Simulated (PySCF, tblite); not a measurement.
Species: C5H13B.
Numbering: `[BH2:1][C:2]([CH3:3])([CH3:4])[CH2:5][CH3:6]` (hydrogens: H7, H8 on B1; H9, H10, H11 on C3; H12, H13, H14 on C4; H15, H16 on C5; H17, H18, H19 on C6)

Computed with GFN2-xTB (tblite), gas phase: nudged elastic band of 9 images (0 to 8), spring 0.2 eV/Å², climbing image at the end, force threshold 0.05 eV/Å. No saddle search or frequency run followed, so the top image need not be a first-order saddle, and its height can exceed the method's true barrier by a kcal/mol or more.

Path: rotation about C2–C5 (sp3 carbon bound to boron, chain CH2 carbon), followed by the dihedral C3–C2–C5–C6.

Image 0 (start, dihedral 174°):
```
atom  x, y, z in Å
B1     -0.479    0.540    1.582
C2     -0.366    0.229    0.034
C3     -0.928    1.506   -0.636
C4     -1.226   -0.954   -0.431
C5      1.084    0.045   -0.454
C6      1.809   -1.107    0.234
H7     -1.417    0.197    2.189
H8      0.340    1.186    2.109
H9     -0.337    2.380   -0.371
H10    -0.908    1.391   -1.719
H11    -1.957    1.682   -0.329
H12    -0.922   -1.873    0.061
H13    -2.272   -0.777   -0.193
H14    -1.138   -1.093   -1.508
H15     1.638    0.967   -0.263
H16     1.085   -0.125   -1.534
H17     1.348   -2.062   -0.003
H18     2.847   -1.147   -0.091
H19     1.790   -0.974    1.314
```

Image 8 (end, +0.056 eV, dihedral -63°):
```
atom  x, y, z in Å
B1     -0.765    1.252    1.469
C2     -0.353    0.240    0.321
C3     -0.764    0.991   -0.967
C4     -1.129   -1.083    0.372
C5      1.168   -0.027    0.309
C6      1.682   -0.931   -0.809
H7     -1.824    1.190    1.958
H8     -0.034    2.106    1.785
H9     -0.172    1.894   -1.095
H10    -0.622    0.354   -1.836
H11    -1.814    1.273   -0.925
H12    -0.815   -1.674    1.230
H13    -2.195   -0.892    0.464
H14    -0.970   -1.671   -0.530
H15     1.441   -0.476    1.267
H16     1.683    0.933    0.241
H17     1.440   -0.526   -1.788
H18     2.765   -1.012   -0.741
H19     1.267   -1.932   -0.733
```

Problem. What do the inner images look like?

Solution. 
Image 1: +0.020 eV, dihedral -172°
```
atom  x, y, z in Å
B1     -0.512    0.641    1.600
C2     -0.355    0.256    0.073
C3     -0.942    1.478   -0.675
C4     -1.171   -0.974   -0.345
C5      1.112    0.101   -0.379
C6      1.771   -1.182    0.118
H7     -1.439    0.282    2.214
H8      0.267    1.356    2.097
H9     -0.379    2.382   -0.458
H10    -0.905    1.297   -1.748
H11    -1.980    1.643   -0.392
H12    -0.893   -1.842    0.245
H13    -2.231   -0.791   -0.189
H14    -1.013   -1.203   -1.399
H15     1.682    0.957   -0.012
H16     1.159    0.118   -1.472
H17     1.305   -2.053   -0.335
H18     2.826   -1.190   -0.149
H19     1.688   -1.267    1.199
```

Image 2: +0.082 eV, dihedral -157°
```
atom  x, y, z in Å
B1     -0.567    0.749    1.610
C2     -0.344    0.276    0.116
C3     -0.942    1.437   -0.717
C4     -1.131   -0.990   -0.248
C5      1.144    0.135   -0.286
C6      1.746   -1.240   -0.018
H7     -1.501    0.396    2.217
H8      0.167    1.525    2.085
H9     -0.407    2.368   -0.543
H10    -0.874    1.192   -1.776
H11    -1.990    1.592   -0.470
H12    -0.852   -1.819    0.397
H13    -2.196   -0.813   -0.121
H14    -0.954   -1.276   -1.284
H15     1.724    0.885    0.255
H16     1.253    0.348   -1.353
H17     1.291   -1.990   -0.659
H18     2.814   -1.225   -0.231
H19     1.610   -1.540    1.019
```

Image 3: +0.163 eV, dihedral -142°
```
atom  x, y, z in Å
B1     -0.622    0.849    1.609
C2     -0.339    0.287    0.155
C3     -0.930    1.385   -0.766
C4     -1.114   -1.003   -0.146
C5      1.173    0.150   -0.179
C6      1.733   -1.270   -0.162
H7     -1.565    0.511    2.211
H8      0.077    1.672    2.056
H9     -0.421    2.337   -0.631
H10    -0.823    1.078   -1.806
H11    -1.989    1.530   -0.563
H12    -0.831   -1.798    0.539
H13    -2.180   -0.824   -0.024
H14    -0.943   -1.341   -1.167
H15     1.745    0.751    0.531
H16     1.363    0.565   -1.172
H17     1.292   -1.870   -0.952
H18     2.809   -1.238   -0.330
H19     1.556   -1.763    0.790
```

Image 4 (top): +0.218 eV, dihedral -126°
```
atom  x, y, z in Å
B1     -0.668    0.942    1.599
C2     -0.340    0.293    0.190
C3     -0.908    1.322   -0.820
C4     -1.109   -1.016   -0.037
C5      1.192    0.147   -0.068
C6      1.721   -1.264   -0.314
H7     -1.622    0.626    2.195
H8      0.015    1.793    2.017
H9     -0.422    2.290   -0.718
H10    -0.757    0.960   -1.836
H11    -1.976    1.462   -0.664
H12    -0.833   -1.766    0.699
H13    -2.176   -0.826    0.066
H14    -0.936   -1.420   -1.032
H15     1.734    0.558    0.787
H16     1.466    0.754   -0.934
H17     1.306   -1.690   -1.223
H18     2.804   -1.224   -0.429
H19     1.499   -1.931    0.515
```

Image 5: +0.205 eV, dihedral -110°
```
atom  x, y, z in Å
B1     -0.703    1.026    1.581
C2     -0.342    0.294    0.221
C3     -0.876    1.253   -0.871
C4     -1.104   -1.030    0.069
C5      1.199    0.129    0.040
C6      1.700   -1.224   -0.459
H7     -1.671    0.742    2.170
H8     -0.022    1.891    1.973
H9     -0.403    2.230   -0.803
H10    -0.683    0.839   -1.859
H11    -1.950    1.391   -0.762
H12    -0.836   -1.727    0.860
H13    -2.172   -0.839    0.143
H14    -0.914   -1.501   -0.893
H15     1.692    0.327    0.994
H16     1.549    0.892   -0.659
H17     1.307   -1.459   -1.445
H18     2.787   -1.198   -0.531
H19     1.433   -2.027    0.223
```

Image 6: +0.141 eV, dihedral -94°
```
atom  x, y, z in Å
B1     -0.732    1.107    1.555
C2     -0.344    0.286    0.255
C3     -0.831    1.174   -0.915
C4     -1.103   -1.046    0.172
C5      1.195    0.092    0.146
C6      1.676   -1.153   -0.594
H7     -1.722    0.871    2.129
H8     -0.046    1.981    1.917
H9     -0.355    2.152   -0.890
H10    -0.605    0.701   -1.869
H11    -1.907    1.323   -0.853
H12    -0.831   -1.694    1.002
H13    -2.173   -0.858    0.229
H14    -0.903   -1.568   -0.761
H15     1.621    0.065    1.153
H16     1.613    0.969   -0.351
H17     1.288   -1.190   -1.609
H18     2.764   -1.140   -0.650
H19     1.383   -2.061   -0.074
```

Image 7: +0.080 eV, dihedral -78°
```
atom  x, y, z in Å
B1     -0.752    1.182    1.519
C2     -0.347    0.267    0.289
C3     -0.786    1.087   -0.946
C4     -1.115   -1.062    0.279
C5      1.183    0.034    0.237
C6      1.668   -1.052   -0.720
H7     -1.766    1.008    2.073
H8     -0.057    2.062    1.844
H9     -0.282    2.050   -0.974
H10    -0.555    0.547   -1.862
H11    -1.859    1.267   -0.919
H12    -0.854   -1.656    1.152
H13    -2.185   -0.869    0.309
H14    -0.905   -1.642   -0.616
H15     1.534   -0.218    1.242
H16     1.657    0.977   -0.042
H17     1.319   -0.874   -1.734
H18     2.757   -1.061   -0.737
H19     1.335   -2.038   -0.404
```

The largest changes of bonds and angles from start to top: C2–C5 1.540 → 1.561 Å, C2–C3 1.547 → 1.550 Å, C2–C5–C6 113.3 → 116.9°, C4–C2–C5 109.8 → 112.8°, B1–C2–C4 114.1 → 112.1°. GFN2-xTB torsional profiles can miss by a kcal/mol or more and can put conformers in the wrong order.

Problem. What do single points at PBE0/pcSseg-1 (PySCF, no dispersion term) give on some images?

Solution. 
```tsv
image	GFN2-xTB E (eV)	DFT E (eV)	HOMO (eV)	LUMO (eV)	dipole (D)
0	0.000	0.000	-8.21	-1.30	0.51
2	0.082	0.087	-8.14	-1.31	0.54
4	0.218	0.244	-8.00	-1.29	0.53
6	0.141	0.151	-8.01	-1.29	0.50
8	0.056	0.041	-8.08	-1.29	0.51
```

Energies count from image 0 at each level. At the GFN2-xTB top the DFT energy is 5.6 kcal/mol against 5.0; the geometries weren't optimised at the DFT level.

The cost below is that of the whole band run. The run took 6.3 s on one thread, Intel Xeon at 2.50 GHz (x86_64), on a shared host, and the process peaked at 0.18 GiB of memory.
